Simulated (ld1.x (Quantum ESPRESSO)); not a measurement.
## Transferability test, PAW potential for Sn (Z = 50)

Sn, PAW, made with ld1.x (Quantum ESPRESSO) 7.5 (BLYP, scalar-relativistic). Core [Kr], reference 4d10 5s2 5p2. Waves: 5s (bound): rcut 1.80, rcutus 2.40 bohr; 5s channel at 2.8 Ry: rcut 1.80, rcutus 2.40 bohr; 5p (bound): rcut 1.85, rcutus 2.20 bohr; 5p channel at 0.25 Ry: rcut 1.85, rcutus 2.20 bohr; 4d (bound): rcut 0.90, rcutus 1.15 bohr; 4d channel at -1.35 Ry: rcut 0.90, rcutus 1.15 bohr. Local part: all-electron potential smoothed inside 2.00 bohr (lloc = -2). Core correction: Bessel-smoothed model core, default radius (core density twice the valence density). Augmentation charge: PSQ, inside the norm-conserving radii.

Energies are relative to the spin-unpolarised reference configuration 4d10 5s2 5p2; without spin polarisation the order of configurations can differ from experiment.

```tsv
valence configuration	charge	ΔE all-electron (eV)	error AE − PS (meV)
4d10 5s2 5p1	+1	6.801	-1.7
4d10 5s2 5p0	+2	20.782	-5.6
4d10 5s1 5p3	0	7.019	-1.0
4d10 5s0 5p0	+4	93.253	-42
4d10 5s2 5p2.3	-0.3	-0.816	+0.2
```

**Question.** What are ΔE and the potential's error for 4d10 5s1 5p0?

**Answer.** ΔE = 51.875 eV all-electron; the error (AE − PS) is -17 meV.

**Question.** What are ΔE and the potential's error for 4d9 5s2 5p2?

**Answer.** ΔE = 32.459 eV all-electron; the error (AE − PS) is -102 meV.

Levels in the configuration 4d10 5s2 5p0:

```json
{"level": "4d", "all-electron (eV)": "-43.005", "pseudo (eV)": "-43.014"}
{"level": "5s", "all-electron (eV)": "-26.152", "pseudo (eV)": "-26.153"}
```
